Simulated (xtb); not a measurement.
C5H6Se, SMILES C1=C(C=C)C[Se]1. All values are semi-empirical tight-binding results from xtb (GFN2-xTB unless named), good for trends rather than for accurate numbers. The structure is a stationary point at GFN2-xTB. The structure was generated by enumeration, and PubChem lists no compound with its InChIKey, so it may never have been made. The values are those of a single conformer.

Computed properties:
The point group as xtb finds it is Cs and the orbital gap is 2.67 eV. The zero-point energy is 55.9 kcal/mol. The G − E(el) at 298.15 K (modified RRHO) is 36.3 kcal/mol and the static polarisability (D4 model) comes out as 82.1 bohr³. The solvation energy, GFN2-xTB/ALPB(water) comes out as -0.9 kcal/mol and the solvation energy, GFN2-xTB/ALPB(hexane) comes out as -4.5 kcal/mol.
